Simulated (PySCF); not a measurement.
Members of one series of related molecules.

All values: B3LYP/def2-SVPD (PySCF) at GFN2-xTB geometries, gas phase, one conformer each. Core orbitals are frozen in the response; Δα² is half the sum of the squared differences of the principal polarisabilities.

Question: Rank by mean static polarisability, lowest first.
A. `C=CP(C)C`
B. `C=CP(C)(C)=CC`
C. `C=CP(C)(C)=S`
D. `C=CP(C)(C)=O`
E. `C=CP(=C)(C)C`
F. `C=CP(C)(C)=N`

Answer: D (11.27 Å³), A (11.55 Å³), F (12.42 Å³), E (14.04 Å³), C (14.32 Å³), B (16.14 Å³).

Question: Rank by polarisability anisotropy Δα, highest first.
A. `[CH2:1]=[CH:2][P:3]([CH3:4])[CH3:5]` with C1–C2–P3–C4 32°
B. `[CH2:1]=[CH:2][P:3](=[CH2:4])([CH3:5])[CH3:6]` with C1–C2–P3–C4 93°
C. `[CH2:1]=[CH:2][P:3]([CH3:4])([CH3:5])=[O:6]` with C1–C2–P3–C4 125°
D. `[CH2:1]=[CH:2][P:3]([CH3:4])([CH3:5])=[CH:6][CH3:7]` with C1–C2–P3–C4 142°
E. `[CH2:1]=[CH:2][P:3]([CH3:4])([CH3:5])=[NH:6]` with C1–C2–P3–C4 128°

Answer: D (6.79 Å³), B (5.47 Å³), A (3.92 Å³), E (3.41 Å³), C (3.12 Å³).

All values together:

```csv
SMILES,change,formula,μ (D),HOMO (eV),LUMO (eV),α (Å³),Δα (Å³),electrons,α per electron (Å³)
C=CP(C)C,parent,C4H9P,1.13,-6.20,-0.35,11.55,3.92,48,0.241
C=CP(=C)(C)C,phosphine turned into its methylene ylide,C5H11P,3.23,-4.92,-0.88,14.04,5.47,56,0.251
C=CP(C)(C)=O,phosphine turned into its oxide,C4H9OP,4.07,-7.39,-0.84,11.27,3.12,56,0.201
C=CP(C)(C)=N,phosphine turned into its imine (P=NH),C4H10NP,3.56,-5.99,-0.89,12.42,3.41,56,0.222
C=CP(C)(C)=CC,phosphine turned into its ethylidene ylide,C6H13P,2.79,-4.51,-0.88,16.14,6.79,64,0.252
C=CP(C)(C)=S,phosphine turned into its sulfide,C4H9PS,4.59,-6.16,-0.97,14.32,2.98,64,0.224
```

Conformers: `[CH2:1]=[CH:2][P:3]([CH3:4])[CH3:5]` with C1–C2–P3–C4 32°; `[CH2:1]=[CH:2][P:3](=[CH2:4])([CH3:5])[CH3:6]` with C1–C2–P3–C4 93°; `[CH2:1]=[CH:2][P:3]([CH3:4])([CH3:5])=[O:6]` with C1–C2–P3–C4 125°; `[CH2:1]=[CH:2][P:3]([CH3:4])([CH3:5])=[NH:6]` with C1–C2–P3–C4 128°; `[CH2:1]=[CH:2][P:3]([CH3:4])([CH3:5])=[CH:6][CH3:7]` with C1–C2–P3–C4 142°; `[CH2:1]=[CH:2][P:3]([CH3:4])([CH3:5])=[S:6]` with C1–C2–P3–C4 126°.

Give the shifts from the parent, `C=CP(C)C`.

```tsv
SMILES	change in μ (D)	change in HOMO (eV)	change in LUMO (eV)	change in mean α (Å³)
C=CP(=C)(C)C	+2.10	+1.28	-0.53	+2.49
C=CP(C)(C)=O	+2.94	-1.19	-0.49	-0.28
C=CP(C)(C)=N	+2.43	+0.21	-0.54	+0.87
C=CP(C)(C)=CC	+1.66	+1.69	-0.53	+4.59
C=CP(C)(C)=S	+3.46	+0.04	-0.62	+2.77
```

How closely does the mean polarisability follow the number of electrons in this set?

The correlation coefficient is 0.80; α per electron runs from 0.201 to 0.252 Å³.
